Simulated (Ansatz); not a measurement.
(F)2Al-O-SiH3 (AlSiOF2H3), relaxed as a singlet with RKS PBE0-D4/def2-SVP in Ansatz, starting from the GFN2-xTB geometry. Force threshold 0.02 eV/Å.

Start:

Cartesian coordinates in Å:
```
Al 0.593 1.035 -1.335
F 2.147 0.932 -1.847
F -0.406 2.106 -2.073
O 0.047 0.084 -0.104
Si -0.497 -0.867 1.119
H 0.664 -1.122 1.971
H -1.010 -2.076 0.475
H -1.538 -0.092 1.793
```

Question: Estimate the energy that the relaxation releases and the steps that it takes.

Answer: 9.6 kJ/mol, in 6 steps; 13 s on 4 threads of Arm Neoverse N1 on a shared host. No frequencies were taken in this run, so the end may be a saddle point.

Question: Does the start keep its bonding and symmetry?

Answer: By distances, no bond broke or formed. The bond that changes most is Si5–H8, from 1.46 to 1.49 Å (atoms count from 1). Point group Cs at the start, Cs at the end, both within 0.05 Å.

Question: Predict the relaxed structure.

Answer: 
Cartesian coordinates in Å:
```
Al 0.611 1.067 -1.376
F 2.172 0.973 -1.898
F -0.384 2.148 -2.124
O 0.058 0.102 -0.133
Si -0.489 -0.853 1.100
H 0.633 -1.170 2.032
H -1.038 -2.124 0.543
H -1.563 -0.142 1.854
```
Bond lengths: 2 × Al–F 1.65 Å; 1 × O–Si 1.65 Å; 1 × Al–O 1.67 Å; 3 × H–Si 1.49 Å.
